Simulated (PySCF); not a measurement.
A structure optimised at PBE0-D3(BJ)/def2-SVP, used in a PySCF frequency run:

```xyz
10

Nb     0.0580    -0.0186     0.0000
O      1.7415     0.1915     0.0000
O     -0.5235    -1.8380     0.0000
H     -0.0708    -2.6853     0.0000
N     -0.6241     0.8603    -1.6355
H     -1.5974     0.8860    -1.9296
H     -0.0589     1.4022    -2.2834
N     -0.6241     0.8603     1.6355
H     -0.0589     1.4022     2.2834
H     -1.5974     0.8860     1.9296
```

Q: Write its SMILES, formula and point group.

A: [NH2][Nb]([NH2])(=[O])[OH], H5N2NbO2, Cs

Q: What are its rotational constants (standard atomic weights)?

A: 3.2113, 3.1249, 2.7838 GHz
